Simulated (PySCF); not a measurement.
Structure problem from calculated spectra and properties.

Formula: C5H11NP2.

| Item | Value |
| --- | --- |
| Valence photoelectron | vertical ionisation energy: 8.86 eV [ΔSCF B3LYP/def2-SVPD] |
| 13C NMR | chemical shifts (computed TMS as zero) by class: 111.9 (1 C), 34.3 (1 C), 20.1 (1 C), 17.8 (1 C), 16.5 (1 C) ppm [GIAO KT2/pcSseg-1] |
| UV, first state | lowest singlet excitation: 5.84 eV (212 nm, f = 0.017) [TDDFT B3LYP/def2-SVPD] |
| NMR, other nuclei | isotropic shieldings of nuclei other than C and H, by class: -17 (1 N), 371 (1 P), 497 (1 P) ppm [GIAO KT2/pcSseg-1] |
| Rotational structure | rotational constants A, B, C: 1.955, 0.676, 0.535 GHz [PBE0-D3(BJ)/def2-SVP] |
| UV, strongest line | among the 10 lowest singlet transitions: S4 at 6.22 eV (199 nm, f = 0.074) [TDDFT B3LYP/def2-SVPD] |

The electronic properties come from PySCF, for the isolated species, density fitting. Levels stand in brackets. Geometry: PBE0-D3(BJ)/def2-SVP, one conformer, isolated molecule. NMR values are class means; diastereotopic atoms form classes of their own.

**Question.** What is the compound? Reason from the data.

**Answer.** Numbering: `[CH3:1][P:2]([CH2:3][PH2:4])[CH2:5][CH2:6][C:7]#[N:8]`. 5 carbons fall into 5 classes; from least to most shielded: nitrile carbon [C7] (111.9 ppm), sp3 carbon bound to phosphorus [C5] (34.3 ppm), sp3 carbon bound to phosphorus [C3] (20.1 ppm), sp3 carbon bound to phosphorus [C1] (17.8 ppm), sp3 carbon next to a nitrile [C6] (16.5 ppm). The other shieldings belong to: -17 ppm, nitrile nitrogen [N8]; 371 ppm, phosphine phosphorus [P2]; 497 ppm, phosphine phosphorus [P4]. The first electron is taken from the HOMO, whose largest Löwdin shares are 0.59 on a phosphine phosphorus and 0.10 on each of 3 atoms of one kind (sp3 carbon bound to phosphorus). The optimised geometry has point group C1 and is an asymmetric top. Structure: `CP(CP)CCC#N`. The assignments are read from this structure; whether some other isomer fits the data as well wasn't checked.

Shape of the structure used: `[CH3:1][P:2]([CH2:3][PH2:4])[CH2:5][CH2:6][C:7]#[N:8]`: C1–P2–C3–P4 176°, C1–P2–C5–C6 81°, P2–C5–C6–C7 180°, H–P4–C3–P2 170°, H–P4–C3–P2 75°.
